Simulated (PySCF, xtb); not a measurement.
C2H6BFO2, SMILES COB(O)CF.

Coordinates come from a r2SCAN-D4/def2-SVP optimisation. The structure was generated by enumeration, and PubChem lists no compound with its InChIKey, so it may never have been made. Other conformers were not sampled.

Calculation: C-PCM-PBE0/def2-SVP run with PySCF.

The values are the electrostatic part of the solvation free energy, E(continuum) − E(gas) at the gas-phase geometry, in a cavity of scaled van der Waals radii (PySCF's table); cavitation and dispersion terms are not included. In vacuum the orbital gap is 9.90 eV. The dipole moment in vacuum is 0.89 D.

| solvent | ε | ΔG(elec) (kcal/mol) | dipole (D) | gap (eV) |
|---|---|---|---|---|
| water | 78.36 | … | … | … |
| chloroform | 4.71 | -3.6 | 0.94 | 9.95 |
| n-hexane | 1.88 | -2.1 | 0.92 | 9.93 |

Q: Some entries are withheld; supply them. (The exact figures need the calculation; the answer reports its results.)

A: 
- water, ΔG(elec) (kcal/mol): -4.6
- water, dipole (D): 0.95
- water, gap (eV): 9.96

For comparison, GFN2-xTB/ALPB(water) (xtb, at the GFN2-xTB geometry, all terms of that model) gives -5.6 kcal/mol.
